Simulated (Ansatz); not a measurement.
Consider the hydrogenolysis of a C–F bond: `OC[SiH](F)CF` + H₂ → `C[SiH](F)CO` + H–F.

Program: Ansatz. Geometries: PBE0-D4/def2-TZVP. ΔE: electronic, gas phase. CBS: MP2 limit from def2 TZ/QZ plus the TZ coupled-cluster correction, frozen cores. This one scheme is used for every species. One conformer a species, not always the lowest.

```csv
level,ΔE (eV)
CCSD(T)/def2-TZVPP,-1.46
HF/def2-QZVPP,-1.44
```

Q: What does CCSD(T)/CBS give? (Best estimate.)

A: Ansatz gave: -1.49 eV. The listed levels differ from it by 0.03, 0.05 eV.

Largest T1 diagnostic among the species: 0.011.

From PBE to PBE0 (25 % exact exchange), in def2-TZVPP and without D4, ΔE moves by −0.09 eV.
